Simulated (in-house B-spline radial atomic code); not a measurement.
The outermost shell (largest non-relativistic mean radius) with and without relativity; Dirac values are averaged over j. Computed with a radial B-spline atomic code at the basis-set limit: non-relativistic Hartree-Fock and Dirac-Hartree-Fock, averages of the configuration (point nuclei without relativity, finite nuclei with it).

| ion | configuration | outermost shell | radius non-relativistic (bohr) | radius Dirac (bohr) | radius change (%) | level non-relativistic (eV) | level Dirac (eV) | spin-orbit splitting (eV) |
| --- | --- | --- | --- | --- | --- | --- | --- | --- |
| La+ | [Xe] 5d2 | 5d | 2.8319 | 2.9205 | 3.129 | -10.618 | -10.194 | 0.12701 |
| Ce+ | [Xe] 4f1 5d2 | ? | ? | ? | ? | ? | ? | ? |
| Pr+ | [Xe] 4f3 6s1 | 6s | 4.5007 | 4.3134 | -4.1616 | -9.466 | -9.8834 | - |
| Nd+ | [Xe] 4f4 6s1 | 6s | 4.4474 | 4.2524 | -4.3836 | -9.578 | -10.023 | - |
| Pm+ | [Xe] 4f5 6s1 | 6s | 4.3973 | 4.1949 | -4.603 | -9.685 | -10.159 | - |
| Sm+ | [Xe] 4f6 6s1 | 6s | 4.35 | 4.1401 | -4.8234 | -9.788 | -10.292 | - |
| Eu+ | [Xe] 4f7 6s1 | 6s | 4.3049 | 4.0876 | -5.047 | -9.889 | -10.422 | - |
| Gd+ | [Xe] 4f7 5d1 6s1 | 6s | 4.0893 | 3.8588 | -5.6362 | -10.500 | -11.19 | - |
| Tb+ | [Xe] 4f9 6s1 | 6s | 4.2204 | 3.9879 | -5.5081 | -10.083 | -10.68 | - |
| Dy+ | [Xe] 4f10 6s1 | 6s | 4.1806 | 3.9403 | -5.7462 | -10.177 | -10.807 | - |
| Ho+ | [Xe] 4f11 6s1 | 6s | 4.1422 | 3.8941 | -5.9911 | -10.269 | -10.934 | - |
| Er+ | [Xe] 4f12 6s1 | ? | ? | ? | ? | ? | ? | ? |
| Tm+ | [Xe] 4f13 6s1 | 6s | 4.0693 | 3.8048 | -6.5001 | -10.449 | -11.188 | - |
| Yb+ | [Xe] 4f14 6s1 | ? | ? | ? | ? | ? | ? | ? |
| Lu+ | [Xe] 4f14 6s2 | 6s | 3.6551 | 3.4235 | -6.3369 | -11.939 | -12.772 | - |

Q: Fill in the row of Ce+.

A: outermost shell: 5d; radius non-relativistic (bohr): 2.7888; radius Dirac (bohr): 2.8734; radius change (%): 3.0326; level non-relativistic (eV): -10.688; level Dirac (eV): -10.27; spin-orbit splitting (eV): 0.13596.

Q: Fill in the row of Er+.

A: outermost shell: 6s; radius non-relativistic (bohr): 4.1052; radius Dirac (bohr): 3.8489; radius change (%): -6.242; level non-relativistic (eV): -10.360; level Dirac (eV): -11.061.

Q: Fill in the row of Yb+.

A: outermost shell: 6s; radius non-relativistic (bohr): 4.0346; radius Dirac (bohr): 3.7617; radius change (%): -6.765; level non-relativistic (eV): -10.538; level Dirac (eV): -11.315.

Q: Which member changes most?

A: Ytterbium (Yb+): its 6s shell contracts by 6.8 %.
